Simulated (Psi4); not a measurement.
C8H9 (SMILES [CH2]c1ccc(C)cc1), doublet, at a GFN2-xTB geometry. Base run: CAM-B3LYP/def2-SV(P) run with Psi4.

Geometry (Å):
```xyz
17

C     -2.8694     0.0423     0.0406
C     -1.4925     0.0206     0.0208
C     -0.7696    -1.1067    -0.4612
C      0.6007    -1.1187    -0.4756
C      1.3405    -0.0258    -0.0177
C      2.8352    -0.0324    -0.0411
C      0.6472     1.0926     0.4592
C     -0.7209     1.1252     0.4821
H     -3.4455    -0.7952    -0.3093
H     -3.4086     0.8974     0.4063
H     -1.3264    -1.9609    -0.8182
H      1.1244    -1.9890    -0.8469
H      3.2186    -1.0158    -0.3020
H      3.2352     0.2548     0.9309
H      3.2046     0.6868    -0.7736
H      1.2117     1.9435     0.8154
H     -1.2406     1.9961     0.8543
```
Charge 0, spin multiplicity 2.
Orbitals are unrestricted.
All else is at Psi4's defaults (density fitting).
Base energy -309.79608 Eh.

Variants of this job, named by their change:

```tsv
change	ΔE vs base (µEh)	SCF cycles	grid points	basis functions	outcome
base	0.0	12	357432	130	converged
diis_max_vecs = 3	0.0	19	357432	130	converged
scf_type = dfdirj+cosx	-	-	-	-	input refused
d_convergence = 1e-10	0.0	25	357432	130	converged
df_basis_scf = cc-pvtz-jkfit	-32.5	12	357432	130	converged
guess = sapgau	0.0	13	357432	130	converged
dft_nuclear_scheme = becke	8.3	12	355130	130	converged
df_basis_scf = def2-universal-jkfit	0.0	12	357432	130	converged
scf_type = out_of_core	65.0	12	357432	130	converged
dft_radial_points = 99	0.0	12	470154	130	converged
level_shift = 0.3	0.0	12	357432	130	converged
guess = modhuckel	0.0	13	357432	130	converged
d_convergence = 1e-8	0.0	18	357432	130	converged
```

Open shells are given as the SCF converged; they aren't shown to be the lowest states, and a large step between rows can be another state.

- scf_type = dfdirj+cosx: ended with `psi4.driver.p4util.exceptions.ValidationError: SCF: SCF_TYPE (DFDIRJ+COSX) not supported for range-separated functionals, plese use SCF_TYPE = 'DF' to automatically select the correct JK build.`
